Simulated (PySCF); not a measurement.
H4MgOSi, singlet, geometry from GFN2-xTB (such geometries of metal compounds can be far from the true shape); CAMB3LYP/6-31G, TDDFT in PySCF.

Input for PySCF:
```python
from pyscf import gto, scf, dft, tdscf

mol = gto.M(
    atom='''
Mg   -1.490019   -0.765219    0.824909
H    -2.718920   -1.390564    1.524533
O    -0.089903   -0.046790    0.047704
Si    1.187675    0.609869   -0.657783
H     1.206155    0.197500   -2.076448
H     2.403890    0.132240    0.031809
H     1.080874    2.079610   -0.551475
''',
    basis='6-31g',
    charge=0,
    spin=0,
    verbose=4,
)

mf = dft.RKS(mol)
mf.xc = 'camb3lyp'
mf.kernel()
td = mf.TDDFT()
td.nstates = 5
td.kernel()
td.analyze()
```

Question: What does PySCF print? Leave out banner, timings and long lists.

Answer: 
```
PySCF version 2.14.0

[INPUT] verbose = 4
[INPUT] num. atoms = 7
[INPUT] num. electrons = 38
[INPUT] charge = 0
[INPUT] spin (= nelec alpha-beta = 2S) = 0
[INPUT] symmetry False subgroup None
[INPUT] Mole.unit = angstrom
[INPUT] Symbol           X                Y                Z      unit          X                Y                Z       unit  Magmom
[...]
nuclear repulsion = 125.111966161301
number of shells = 27
number of NR pGTOs = 130
number of NR cGTOs = 43
basis = 6-31g
ecp = {}

******** <class 'pyscf.dft.rks.RKS'> ********
method = RKS
initial guess = minao
damping factor = 0
level_shift factor = 0
DIIS = <class 'pyscf.scf.diis.CDIIS'>
diis_start_cycle = 1
diis_space = 8
diis_damp = 0
SCF conv_tol = 1e-09
SCF conv_tol_grad = None
SCF max_cycles = 50
direct_scf = True
direct_scf_tol = 1e-13
XC library pyscf.dft.libxc version 7.1.2
    S. Lehtola, C. Steigemann, M. J. T. Oliveira, and M. A. L. Marques,  SoftwareX 7, 1–5 (2018)
XC functionals = camb3lyp
    T. Yanai, D. P. Tew, and N. C. Handy,  Chem. Phys. Lett. 393, 51 (2004)
radial grids:
    Treutler-Ahlrichs [JCP 102, 346 (1995); DOI:10.1063/1.469408] (M4) radial grids

becke partition: Becke, JCP 88, 2547 (1988); DOI:10.1063/1.454033
pruning grids: <function nwchem_prune>
grids dens level: 3
symmetrized grids: False
atomic radii adjust function: <function treutler_atomic_radii_adjust>
small_rho_cutoff = 0
Set gradient conv threshold to 3.16228e-05
Initial guess from minao.
tot grids = 91080
init E= -567.122592153707
[...]
cycle= 1 E= -566.949567197297  delta_E= 0.173  |g|= 0.912  |ddm|= 2.23
[...]
cycle= 2 E= -566.567841542874  delta_E= 0.382  |g|= 1.64  |ddm|=  1.8
[...]
cycle= 3 E= -567.120128126445  delta_E= -0.552  |g|= 0.0525  |ddm|= 1.22
[...]
cycle= 4 E= -567.121104984151  delta_E= -0.000977  |g|= 0.0104  |ddm|= 0.0958
[...]
cycle= 5 E= -567.121150484366  delta_E= -4.55e-05  |g|= 0.00134  |ddm|= 0.019
[...]
cycle= 6 E= -567.12115205969  delta_E= -1.58e-06  |g|= 0.000289  |ddm|= 0.00417
[...]
cycle= 7 E= -567.121152096836  delta_E= -3.71e-08  |g|= 4.59e-05  |ddm|= 0.000587
[...]
cycle= 8 E= -567.121152097728  delta_E= -8.92e-10  |g|= 3.73e-06  |ddm|= 9.76e-05
[...]
Extra cycle  E= -567.121152097743  delta_E= -1.48e-11  |g|= 1.98e-06  |ddm|= 1.02e-05
converged SCF energy = -567.121152097743

******** <class 'pyscf.tdscf.rks.TDDFT'> for <class 'pyscf.dft.rks.RKS'> ********
nstates = 5 singlet
deg_eia_thresh = 1.000e-03
wfnsym = None
conv_tol = 1e-05
eigh lindep = 1e-12
eigh level_shift = 0
eigh max_cycle = 100

Excitation energies (eV)
[6.0139618  6.01566416 6.60625286 6.63465632 6.63692748]

** Singlet excitation energies and oscillator strengths **
Excited State   1:      6.01396 eV    206.16 nm  f=0.0160
      18 -> 20       -0.67299
      19 -> 20       -0.14983
Excited State   2:      6.01566 eV    206.10 nm  f=0.0163
      18 -> 20        0.14939
      19 -> 20       -0.67078
Excited State   3:      6.60625 eV    187.68 nm  f=0.0000
      18 -> 21        0.46949
      18 -> 22        0.10301
      19 -> 21        0.10020
      19 -> 22       -0.48639
Excited State   4:      6.63466 eV    186.87 nm  f=0.0012
      18 -> 21       -0.48739
      19 -> 21       -0.10302
      19 -> 22       -0.46818
Excited State   5:      6.63693 eV    186.81 nm  f=0.0012
      18 -> 21       -0.10160
      18 -> 22       -0.47942
      19 -> 21        0.47902
      19 -> 22       -0.10092

** Transition electric dipole moments (AU) **
state          X           Y           Z        Dip. S.      Osc.
  1        -0.0906     -0.1497     -0.2795      0.1087      0.0160
  2         0.1823     -0.2654      0.0830      0.1105      0.0163
  3         0.0034     -0.0051      0.0015      0.0000      0.0000
  4        -0.0459      0.0677     -0.0202      0.0071      0.0012
  5        -0.0232     -0.0374     -0.0728      0.0072      0.0012

** Transition velocity dipole moments (imaginary part, AU) **
state          X           Y           Z        Dip. S.      Osc.
  1        -0.0345     -0.0592     -0.1135      0.0176      0.0530
  2         0.0732     -0.1065      0.0333      0.0178      0.0537
  3         0.0017     -0.0025      0.0007      0.0000      0.0000
  4        -0.0127      0.0187     -0.0056      0.0005      0.0015
  5        -0.0071     -0.0117     -0.0230      0.0007      0.0020

** Transition magnetic dipole moments (imaginary part, AU) **
state          X           Y           Z
  1        -0.2575      0.3750     -0.1173
  2        -0.1167     -0.2061     -0.4023
  3         0.0350      0.0114     -0.0408
  4        -0.0262     -0.0430     -0.0845
  5         0.0457     -0.0674      0.0201
```
